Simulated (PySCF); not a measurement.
Input for PySCF:
```python
from pyscf import gto, scf, dft

mol = gto.Mole()
mol.atom = '''
    Si    0.000867    0.003477    0.529362
    Cl    1.150751    1.375041   -0.228899
    Cl   -1.151465   -1.377904   -0.207046
'''
mol.basis = 'def2-svpd'
mol.charge = 1
mol.spin = 1
mol.verbose = 4
mol.build()

mf = dft.UKS(mol)
mf.xc = 'blyp'
mf = mf.density_fit(auxbasis='def2-universal-jkfit')
mf.kernel()
mf.analyze()
```

Task: What nuclear repulsion energy does DF-BLYP/def2-SVPD (PySCF) give?

Result: 172.1991 Eh

Task: Estimate the HOMO energy that DF-BLYP/def2-SVPD returns for this input.

Result: -12.70 eV

Task: Predict the <S^2> from DF-BLYP/def2-SVPD.

Result: 0.752

Task: Estimate the total energy that DF-BLYP/def2-SVPD returns for this input.

Result: -1209.2313 Eh

These values belong to the state on which the SCF converged, which isn't shown to be the lowest.
